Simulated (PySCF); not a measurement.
Compound: C6H12O.
Bonds: C1–O2, O2–C3, C3–C4, C4–C5, C5–C6, C6–C7, C3–C7. Hydrogens: H8, H9, H10 on C1; H11 on C3; H12, H13 on C4; H14, H15 on C5; H16, H17 on C6; H18, H19 on C7.

Probes without a nucleus sit at each ring's centroid and 1 Å off its mean plane on both sides; NICS is minus the shielding there, NICSzz its component along the normal. Level: GIAO PBE0/pcSseg-1 (PySCF, non-relativistic, gas phase) on the GFN2-xTB geometry, one conformer.

Ring bond lengths (Å), with Mayer bond orders in brackets: C3–C4 1.545 (1.00), C4–C5 1.526 (1.04), C5–C6 1.525 (1.03), C6–C7 1.528 (1.04), C7–C3 1.541 (1.01).

Task: What do the NICS probes read (ppm)?

Result: 
```
          ring                                            type  NICS(0)  NICS(1), two faces  NICS(1)zz, two faces  rms pucker (Å)  centre to ring atoms, mean (Å)
C3–C4–C5–C6–C7  5-membered carbocycle; formal bonds all single     -4.8         -4.4 / -3.4           -4.6 / -1.8            0.18                            1.28
```

Task: What do they say, and how far can they be read as aromaticity?

Result: 
- C3–C4–C5–C6–C7: mean NICS(1)zz -3.2 ppm, shielded. C3, C4, C5, C6, C7 have four or more neighbours, so the value isn't read as a sign of a π ring current.

Task: What are the shieldings of the ring atoms and their hydrogens in the same run (means over atoms taken as equivalent)?

Result: 
```
   atoms                 environment  σ isotropic (ppm)  principal values of the symmetric part, first atom (ppm)
      C3  sp3 carbon bound to oxygen              100.8                                         69.1, 90.6, 142.7
 C4 (×2)             ring CH2 carbon              149.4                                       131.8, 150.1, 168.2
 C5 (×2)             ring CH2 carbon              157.0                                       129.2, 165.1, 173.5
     H11            methine hydrogen              27.94                                          25.6, 27.4, 30.9
H12 (×2)          methylene hydrogen              29.72                                          24.9, 28.7, 35.2
H13 (×2)          methylene hydrogen              30.08                                          25.5, 30.0, 35.5
H14 (×2)          methylene hydrogen              29.98                                          25.0, 27.1, 37.4
H15 (×2)          methylene hydrogen              30.26                                          25.9, 28.1, 37.3
```
